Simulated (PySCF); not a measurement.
# [TmBr2]+ at several levels of theory

Computed with PySCF 2.14.0 (density fitting, no spin-orbit coupling) at the geometry relaxed with PBE0:

```xyz
3
[TmBr2]+ (singlet in the valence; each metal's 4f electrons, 12 of them, lie in its core potential, out of spins and levels)
Tm    0.0000    0.0000   -0.7080
Br    2.0798    0.0000    0.6606
Br   -2.0798    0.0000    0.6606
```

| level | basis | state | HOMO (eV) | gap (eV) | charge on Tm1 (e) | population of f-type functions on Tm1 (polarisation alone where 4f lies in the core) | dipole about the centre of mass (D) | largest force component (eV/Å) |
| --- | --- | --- | --- | --- | --- | --- | --- | --- |
| PBE0 | Tm lcecp-1-SVP with ECP58, Br def2-SVP | singlet | -13.10 | 4.95 | 1.24 | 0.03 | 6.77 | 0.02 |
| TPSS | the same | singlet | -12.01 | 3.36 | 1.21 | 0.02 | 6.51 | 0.31 |
| PBE0 | Tm lcecp-1-TZVP with ECP58, Br def2-TZVP | singlet | -13.04 | 4.98 | 1.52 | 0.03 | 6.64 | 0.07 |

In the lcecp rows the 4f levels are missing from HOMO and gap, and the state counts the valence alone.

Charges are Mulliken's, which hang on the basis. The relaxation used the grid (50, 194), these runs (75, 302) or, all-electron (x2c bases, spin-free X2C Hamiltonian), (99, 590).

Problem. What does PBE with Tm lcecp-1-SVP with ECP58, Br def2-SVP give here?

Solution. state singlet, HOMO (eV) -11.91, gap (eV) 3.05, charge on Tm1 (e) 1.10, population of f-type functions on Tm1 (polarisation alone where 4f lies in the core) 0.02, dipole about the centre of mass (D) 6.17, largest force component (eV/Å) 0.24. Time: 4 s on 2 threads of Arm Neoverse V2, on a shared host, from an already converged density.

In the first row's basis the gap widens with exact exchange: 3.1 to 3.4 eV for PBE, TPSS (none); 4.9 eV for PBE0 (a fixed share).

An lcecp potential fixes the number of 4f electrons, so in runs with it no electron can move into or out of that shell.
